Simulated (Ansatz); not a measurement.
A nudged elastic band was laid between two geometries of H2O + H4O3Si (11 atoms, charge 0, multiplicity 1).

Theory: RHF/6-31G* in Ansatz.

| Item | Value |
| --- | --- |
| movable images | 9 |
| climbing image | yes |
| spring | 5.0 eV/Å² |
| optimiser | quadratic models (default) |
| start path | through a guess of the saddle point |
| force threshold | 0.03 eV/Å |
| iteration limit | 60 |
| end points | relaxed |

Initial state:

```xyz
11
Properties=species:S:1:pos:R:3
Si -0.682 -0.131 -0.138
H -1.221 0.296 1.150
O 0.925 0.188 -0.056
H 1.401 0.234 -0.875
O -1.300 0.664 -1.418
H -1.974 0.231 -1.924
O -1.010 -1.711 -0.411
H -0.789 -2.354 0.248
O 2.370 1.897 1.965
H 1.870 1.406 1.323
H 2.702 1.250 2.571
```

Final state:

```xyz
11
Properties=species:S:1:pos:R:3
Si 0.253 0.159 -0.545
H -0.176 0.136 3.957
O 1.063 -0.119 -1.930
H 1.613 -0.890 -1.961
O -1.013 1.109 -0.932
H -1.409 0.974 -1.783
O -0.118 -1.300 0.075
H -0.298 -1.341 1.005
O 1.083 0.953 0.613
H 1.100 1.898 0.556
H 0.195 0.392 3.381
```

(1) What changes between the two ends?

(2) Give the energies along the band, and the barrier.

(3) What is the geometry of the highest image?

## Answers

(1) Bonds broken: Si1–H2, O9–H11. Bonds formed: Si1–O9, H2–H11. H2O + H4O3Si becomes H2 + H4O4Si.

(2) The run converged. The highest image is number 6 of 0 to 10, 245.0 kJ/mol above the first end and 331.1 kJ/mol above the last; the last end lies 86.1 kJ/mol below the first. Neighbouring images differ by up to 2.5 eV, so the band resolves the path poorly. A vibrational analysis at the climbing image gives one clearly imaginary mode, 1968i cm⁻¹: a first-order saddle point. The orbitals stay closed-shell, which can raise the energy where a bond breaks towards radicals; this wasn't checked here.

| image | path coordinate (Å) | energy (kJ/mol) | Si1–H2 (Å) | O9–H11 (Å) | Si1–O9 (Å) |
| --- | --- | --- | --- | --- | --- |
| 0 | 0.00 | 0.0 | 1.46 | 0.95 | 4.23 |
| 1 | 0.92 | 0.3 | 1.46 | 0.95 | 4.03 |
| 2 | 1.84 | 1.3 | 1.46 | 0.95 | 3.74 |
| 3 | 2.76 | 6.5 | 1.46 | 0.95 | 3.37 |
| 4 | 3.68 | 20.2 | 1.46 | 0.95 | 2.84 |
| 5 | 4.60 | 60.7 | 1.49 | 0.95 | 2.20 |
| 6 | 5.51 | 245.0 | 1.80 | 1.21 | 1.81 |
| 7 | 6.57 | 4.4 | 2.59 | 1.90 | 1.64 |
| 8 | 7.62 | -65.9 | 3.42 | 2.34 | 1.63 |
| 9 | 8.67 | -80.7 | 3.85 | 2.55 | 1.63 |
| 10 | 9.72 | -86.1 | 4.52 | 2.96 | 1.63 |

(3) 
```xyz
11
Properties=species:S:1:pos:R:3:forces:R:3
Si 0.173 0.198 0.056 0.00 -0.01 -0.01
H -0.229 -0.039 1.794 -0.01 0.00 0.00
O 1.617 0.001 -0.704 0.00 0.01 -0.01
H 1.705 -0.831 -1.150 0.00 0.00 0.00
O -1.003 1.104 -0.619 0.01 0.00 0.00
H -1.622 0.619 -1.146 0.00 0.00 0.00
O -0.345 -1.376 -0.112 0.00 0.01 0.01
H -1.015 -1.681 0.482 0.00 0.00 0.00
O 0.859 1.558 1.031 -0.01 -0.01 0.01
H 1.810 1.622 0.988 0.00 0.00 0.00
H 0.341 0.795 1.814 0.01 0.01 0.00
```

The run took 5.5 min on 1 thread of Intel(R) Xeon(R) 6975P-C (Granite Rapids), with other jobs on the host, peak memory 0.2 GiB.
